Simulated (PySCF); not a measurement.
trans-1,3,3,3-tetrafluoropropene (C3H2F4), SMILES F/C=C/C(F)(F)F.

Coordinates come from a ωB97X-D3(BJ)/def2-SVP optimisation.

Method: PBE/def2-TZVP (PySCF).

Symmetry labels are those of the subgroup Cs that the program uses (full group Cs).

Computed valence orbital energies around the gap with their symmetry:
| orbital | symmetry | energy (eV) |
|---|---|---|
| HOMO−7 | A" | -11.28 |
| HOMO−6 | A' | -11.22 |
| HOMO−5 | A" | -10.30 |
| HOMO−4 | A' | -10.18 |
| HOMO−3 | A' | -9.71 |
| HOMO−2 | A" | -9.66 |
| HOMO−1 | A' | -9.30 |
| HOMO | A" | -7.20 |
| LUMO | A" | -1.72 |
| LUMO+1 | A' | 0.71 |
| LUMO+2 | A' | 1.27 |
| LUMO+3 | A' | 1.60 |
